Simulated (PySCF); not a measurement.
# Reading the logs of faulty runs: AlClH2NSi

Calculated results; nothing here was measured. They come from PySCF 2.14.0, an open-source quantum chemistry program, on an isolated molecule that a program drew, which may never have been made. The molecule is AlClH2NSi (charge 0, doublet), drawn as the SMILES string `[SiH2]=[N][Al][Cl]`.

Each row is a Hartree-Fock (HF) and frozen-core CCSD(T) single point in the cc-pV(D+d)Z basis, meant for a local HF minimum. Run 1 is clean. Each other run has one planted mistake out of seven kinds, and not every kind appears here: one electron removed, one electron added, multiplicity raised by two, geometry at a saddle point, minimal basis STO-3G, one bond length entered in bohr, all coordinates scaled. The reference is restricted for singlets and unrestricted otherwise, and also for a bond in bohr. Adding or removing an electron swaps singlet and doublet. Electrons count all cores. HOMO and LUMO are orbital energies over both spins, the gradient is its largest component, and the lowest frequency (negative if imaginary) is given only where the gradient is small. Bond lengths are over the 5 bonds as drawn. T1 is the CCSD diagnostic: over 0.02 (restricted) or 0.045 (unrestricted) a single reference is doubtful.

Geometry of the clean run:
```xyz
6
AlClH2NSi, angstrom
Si   -0.2359    1.0872    0.4936
N    -0.6987    0.8649    1.9678
Al   -1.1750    0.5957    3.6210
Cl   -3.2269    0.8702    4.1801
H     0.2464    2.3703   -0.0478
H    -0.2110    0.0404   -0.5435
```

| run | electrons | basis functions | <S^2> | HOMO (eV) | LUMO (eV) | gradient (hartree/bohr) | lowest frequency (cm^-1) | mean bond (Å) | longest bond (Å) | T1 | HF (hartree) | CCSD(T) (hartree) | mistake |
|---|---|---|---|---|---|---|---|---|---|---|---|---|---|
| 1 | 53 | 93 | 0.754 | -8.24 | 1.02 | 3.4e-05 | 77 | 1.6789 | 2.144 | 0.0190 | -1046.03352 | -1046.51684 | no fault |
| 2 | 52 | 93 | 0.000 | -15.56 | -6.58 | 7.4e-02 | - | 1.6789 | 2.144 | 0.0194 | -1045.76013 | -1046.24077 | one electron removed |
| 3 | 53 | 93 | 0.753 | -7.78 | 1.40 | 9.0e-02 | - | 1.5731 | 2.009 | 0.0168 | -1045.99942 | -1046.47322 | all coordinates scaled |
| 4 | 53 | 34 | 1.169 | -5.66 | 5.86 | 5.7e-02 | - | 1.6789 | 2.144 | 0.0629 | -1034.10742 | -1034.26912 | ? |
| 5 | 53 | 93 | 0.753 | -8.25 | 0.84 | 5.9e-05 | -125 | 1.6819 | 2.151 | 0.0181 | -1046.03022 | -1046.51174 | ? |

**Which mistake was planted in run 4, and what did it cost?**

It has 34 basis functions where the clean run has 93, with the same electrons and geometry. So the mistake is: minimal basis STO-3G. Subtracting run 1 and multiplying by 627.51 kcal/mol a hartree, the energy moved by 7483.7 kcal/mol in HF and 7685.6 kcal/mol in CCSD(T).

**Which mistake was planted in run 5, and what did it cost?**

The gradient is small, so the point is stationary, but the lowest frequency is imaginary (-125 cm^-1). So the mistake is: geometry at a saddle point. Subtracting run 1 and multiplying by 627.51 kcal/mol a hartree, the energy moved by 2.1 kcal/mol in HF and 3.2 kcal/mol in CCSD(T).

Cautions from the logs. Run 4: T1 is over the limit, so its CCSD(T) energy is less reliable.
